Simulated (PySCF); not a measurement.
## Polarisability and C₆ of S²⁺ (sulfur, charge +2)

[Ne] 3s2 3p2, high-spin 3P determinant. All numbers are calculated (PySCF 2.14, no relativity, point nucleus, in aug-cc-pwCVTZ (8s7p5d3f, 75 functions)). Coupled (time-dependent) response in atomic units; α is the mean over directions.

| method | mean α (bohr³) | α xx, yy, zz | C₆ (like pair) | S(−4) |
| --- | --- | --- | --- | --- |
| UHF | 7.504 | 7.762, 7.374, 7.374 | 27.34 | 20.95 |
| PBE | 7.324 | 7.502, 7.235, 7.235 | 26.54 | 18.61 |
| PBE0 | 7.332 | 7.541, 7.227, 7.227 | 26.57 | 18.78 |
| BHandHLYP | 7.313 | 7.528, 7.206, 7.206 | 26.47 | 18.61 |
| MN15 | 7.357 | 7.472, 7.299, 7.299 | 25.63 | 21.17 |

S(−4) is the Cauchy moment in α(ω) = α(0) + S(−4) ω² + …

α(iu) at MN15:

```csv
u (hartree),α(iu) (bohr³)
0,7.357
0.0500,7.304
0.100,7.152
0.200,6.615
0.300,5.902
0.500,4.439
0.750,3.040
1.00,2.141
1.50,1.201
2.00,0.7716
3.00,0.4107
5.00,0.1910
```

A single London oscillator, α(iu) = α/(1 + u²/ω²), gives C₆ = (3/4) ω α². Matching the computed C₆ needs ω = 4 × 25.63 / (3 × 7.357²) = 0.631 hartree.

For an ion, C₆ is the dispersion term alone; charge-induced terms of lower order in 1/R come first.

The components differ because the open shell of this determinant is not spherical; for a pure term their mean is the scalar polarisability.
